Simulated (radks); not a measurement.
Results of a calculation; reference values are marked as such.
Be1.875+, configuration 1s1.125 2s1 (fractional occupations, a model configuration). Code: a radial shooting solver on a logarithmic mesh with Libxc functionals. Model: non-relativistic Kohn-Sham, PBE, spin-unpolarised, spherical densities, point nucleus.

X-ray form factor f0, the Fourier transform of the density (f0(0) = 2.125):

| sin(theta)/lambda (1/angstrom) | f0 (electrons) |
|---|---|
| 0.05 | 2.051 |
| 0.1 | 1.859 |
| 0.15 | 1.611 |
| 0.2 | 1.372 |
| 0.25 | 1.179 |
| 0.3 | 1.039 |
| 0.4 | 0.878 |
| 0.5 | 0.787 |
| 0.6 | 0.708 |
| 0.8 | 0.545 |
| 1 | 0.400 |
| 1.25 | 0.265 |
| 1.5 | 0.176 |
| 2 | 0.081 |
